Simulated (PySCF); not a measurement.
Ionisation energy along the 19-electron series

Calculated with PySCF 2.14 and a two-component X2C-1e Hamiltonian (Gaussian nucleus, no Breit or QED terms), each ion in its own even-tempered basis scaled to its charge; GMP2 freezes [Ne] and drops the highest virtual spinors. Values in eV. NIST values: (m) measured, (s) semi-empirical, (t) theoretical.

```tsv
ion	configuration	GHF (spin-free)	GMP2 (spin-free)	GHF (screened spin-orbit)	GMP2 (screened spin-orbit)	NIST
Hf(53+)	[Ar] 3d1	4941.7	4941.2	4982.3	4981.9	4980 ± 5 (t)
W(55+)	[Ar] 3d1	5299.0	5298.5	5345.2	5344.7	5348 ± 4 (s)
```

(1) Fill in the row of Ta(54+).

Results:

(1) configuration: [Ar] 3d1; GHF (spin-free): 5118.6; GMP2 (spin-free): 5118.1; GHF (screened spin-orbit): 5161.9; GMP2 (screened spin-orbit): 5161.4; NIST: 5159 ± 5 (t).
